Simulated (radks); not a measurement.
The numbers below are computed, except where a source is named.
Question: Species: C3+. Configuration: [He] 6d1 (not the ground configuration). Level of theory: non-relativistic Kohn-Sham, LDA (Slater exchange, Perdew-Wang correlation), spin-polarised, spherical densities, point nucleus; open shells are filled with parallel spins first (a radial shooting solver on a logarithmic mesh with Libxc functionals). Some entries of the table are withheld. Estimate them.

| orbital | occ. | eigenvalue (hartree) | <r^2> (bohr^2) |
|---|---|---|---|
| 1s up | 1 | (1) | (2) |
| 1s down | 1 | (3) | (4) |
| 6d up | 1 | -0.20741 | 176.8 |
| 6d down | 0 | -0.19814 | 182.1 |

Answer: 
(1) 1s up eigenvalue (hartree): -12.92085
(2) 1s up <r^2> (bohr^2): 0.09806
(3) 1s down eigenvalue (hartree): -12.92060
(4) 1s down <r^2> (bohr^2): 0.09803
